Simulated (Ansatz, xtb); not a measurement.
## Two isomers of C5H12Ge

We compare I, `[CH3][GeH]([CH3])[CH]1CC1`, a singlet, with II, `C[C@@H]1C[CH2][GeH2][CH2]1`, a singlet. Both are isolated molecules in the gas phase, relaxed with r2SCAN-D4/def2-SVP; each stands in its lowest conformer found.

I (Å):

```yaml
atoms:
  - { symbol: C, position_ang: [2.4325, 1.3936, -0.1567] }
  - { symbol: C, position_ang: [0.9667, -0.9725, 1.4378] }
  - { symbol: C, position_ang: [-0.7640, 1.1843, -0.1784] }
  - { symbol: C, position_ang: [-2.0188, 0.5595, -0.7458] }
  - { symbol: C, position_ang: [-1.3348, 1.6648, -1.4937] }
  - { symbol: Ge, position_ang: [0.8996, 0.1785, -0.1424] }
  - { symbol: H, position_ang: [3.3798, 0.8335, -0.1808] }
  - { symbol: H, position_ang: [2.3966, 2.0530, -1.0372] }
  - { symbol: H, position_ang: [2.4283, 2.0239, 0.7464] }
  - { symbol: H, position_ang: [0.9103, -0.6911, -1.4230] }
  - { symbol: H, position_ang: [1.8857, -1.5785, 1.4460] }
  - { symbol: H, position_ang: [0.1020, -1.6530, 1.4589] }
  - { symbol: H, position_ang: [0.9482, -0.3630, 2.3550] }
  - { symbol: H, position_ang: [-0.9196, 1.8578, 0.6746] }
  - { symbol: H, position_ang: [-1.9557, -0.4551, -1.1555] }
  - { symbol: H, position_ang: [-2.9715, 0.7813, -0.2543] }
  - { symbol: H, position_ang: [-0.8022, 1.4091, -2.4169] }
  - { symbol: H, position_ang: [-1.8167, 2.6475, -1.5170] }
```

II (Å):

```xyz
18

C    -1.2359    1.0783   -0.9097
C     0.0554    0.7773   -0.1553
C     1.2854    0.7355   -1.0825
C     2.5455    0.3834   -0.2770
C    -0.0060   -0.5490    0.6299
Ge    1.8855   -0.9545    1.0201
H    -1.4402    0.2927   -1.6575
H    -1.1774    2.0417   -1.4427
H    -2.0996    1.1218   -0.2271
H     0.2290    1.5939    0.5756
H     1.1078   -0.0365   -1.8568
H     1.3974    1.6942   -1.6202
H     3.3703    0.0206   -0.9087
H     2.9168    1.2634    0.2752
H     2.3041   -0.6567    2.4715
H     2.2799   -2.4026    0.6773
H    -0.4201   -1.3482   -0.0112
H    -0.6461   -0.4810    1.5232
```

Quicker runs give these differences E(II) − E(I): GFN2-xTB −23.7 kcal/mol; HF/STO-3G −29.4 kcal/mol (at GFN2-xTB geometries); r2SCAN-D4/def2-SVP//GFN2-xTB −16.0 kcal/mol.

Estimate E(II) − E(I) at the level CCSD(T)/def2-SVP + ΔMP2/def2-TZVPP.

Calculated at CCSD(T)/def2-SVP + ΔMP2/def2-TZVPP: E(II) − E(I) = −14.2 kcal/mol, so structure II lies lower.

Level by level:

```json
{"level": "GFN2-xTB", "geometry": "GFN2-xTB", "E(II) − E(I) (kcal/mol)": "−23.7", "departure from the last row (kcal/mol)": "−9.5", "job, with rough time for the two": "optimisation, 0.23 s"}
{"level": "HF/STO-3G", "geometry": "GFN2-xTB", "E(II) − E(I) (kcal/mol)": "−29.4", "departure from the last row (kcal/mol)": "−15.2", "job, with rough time for the two": "single point, 0.74 s"}
{"level": "r2SCAN-D4/def2-SVP//GFN2-xTB", "geometry": "GFN2-xTB", "E(II) − E(I) (kcal/mol)": "−16.0", "departure from the last row (kcal/mol)": "−1.8", "job, with rough time for the two": "single point, 4.2 s"}
{"level": "r2SCAN-D4/def2-SVP", "geometry": "r2SCAN-D4/def2-SVP", "E(II) − E(I) (kcal/mol)": "−16.1", "departure from the last row (kcal/mol)": "−1.9", "job, with rough time for the two": "optimisation, 25 s"}
{"level": "HF/def2-SVP", "geometry": "r2SCAN-D4/def2-SVP", "E(II) − E(I) (kcal/mol)": "−13.6", "departure from the last row (kcal/mol)": "+0.6", "job, with rough time for the two": "part of the CCSD(T) run"}
{"level": "MP2/def2-SVP", "geometry": "r2SCAN-D4/def2-SVP", "E(II) − E(I) (kcal/mol)": "−16.9", "departure from the last row (kcal/mol)": "−2.7", "job, with rough time for the two": "part of the CCSD(T) run"}
{"level": "CCSD(T)/def2-SVP", "geometry": "r2SCAN-D4/def2-SVP", "E(II) − E(I) (kcal/mol)": "−17.9", "departure from the last row (kcal/mol)": "−3.7", "job, with rough time for the two": "single point"}
{"level": "CCSD(T)/def2-SVP + ΔMP2/def2-TZVPP", "geometry": "r2SCAN-D4/def2-SVP", "E(II) − E(I) (kcal/mol)": "−14.2", "departure from the last row (kcal/mol)": "", "job, with rough time for the two": "single point, 97 s"}
```

As drawn, II has 1 C–C, 1 Ge–H in place of 1 C–Ge, 1 C–H. Structure I has a 3-membered ring, II a 5-membered ring.

The levels shown agree on the order. The largest departure from CCSD(T)/def2-SVP + ΔMP2/def2-TZVPP is that of HF/STO-3G, 15.2 kcal/mol. The last row adds to CCSD(T) the change of the MP2 difference between the two basis sets, here +3.7 kcal/mol, a large step that makes the value less sure.

With thermal terms from frequencies at re-optimised GFN2-xTB minima (ideal gas, soft modes damped towards free rotors, one conformer each, 298.15 K, 1 atm): the zero-point term adds +1.6 kcal/mol; ΔH is −13.9 and ΔG −10.7 kcal/mol.

The correlated steps freeze 14 core orbitals; the filled d shell of Ge is correlated, in a basis made for valence electrons. Mirror images aren't counted in ΔG. Programs: Ansatz 0.2.0, xtb 6.7.1; the last row on 4 threads of Intel(R) Xeon(R) Platinum 8259CL CPU @ 2.50GHz (Skylake/Cascade Lake) on a shared host.
